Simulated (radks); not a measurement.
The mean radii <r> (bohr) of the occupied orbitals of an atom or ion are listed with their occupations. Calculated with a radial shooting solver on a logarithmic mesh with Libxc functionals: scalar-relativistic Kohn-Sham, LDA (Slater exchange, VWN5 correlation), spin-polarised, spherical densities, finite nucleus; Fermi nuclear charge, rms radius of each element as measured or else 0.836 A^(1/3) + 0.57 fm.

orbital  occ.      <r>
1s up       1  0.03266
1s down     1  0.03265
2s up       1   0.1403
2s down     1   0.1402
2p up       3   0.1220
2p down     3   0.1219
3s up       1   0.3456
3s down     1   0.3464
3p up       3   0.3354

Name the element and its charge. Open shells, if any, are filled with parallel spins first.

Answer. Z = 45, rhodium, charge +30: Rh30+ in [Ne] 3s2 3p3. The 1s radius gives Z: for a bare nucleus <r> = (2 gamma + 1)/(2Z) with gamma = sqrt(1 - (Z/c)^2), 0.0321 bohr for Z = 45, and screening makes it slightly larger (0.03266 here). The occupations add up to 15, and the charge is Z minus that.
